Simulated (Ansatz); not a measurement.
Frontier orbitals of `[OH][K]`.

```xyz
3

O    -0.159   -0.017   -0.386
K     0.684    0.074    1.654
H    -0.524   -0.056   -1.268
```

The species carries charge 0 and has multiplicity 1. Correlated methods include outer-core shells of K, which these sets cover unevenly. Scalar relativity is left out up to krypton. The structure was optimised at the PBE0-D4/def2-TZVP level. Basis def2-TZVPP, Ansatz.

Orbital energies of one run (eV). Highest occupied ones, from the top: -3.34, -3.34, -7.10, -17.47, -17.87, -17.87, -19.87, -33.98, -278.97, -279.00, -279.00, -349.52, -505.82, -3504.36. Empty: -1.36, 0.46, 0.46, 0.68, 1.22, 2.05.

Question: Which functional gave them?
A. BHLYP
B. PBE0
C. PBE
D. CAM-B3LYP

Answer: C. HOMO energies: PBE -3.34, PBE0 -4.80, BHLYP -6.30, CAM-B3LYP -6.34 eV.
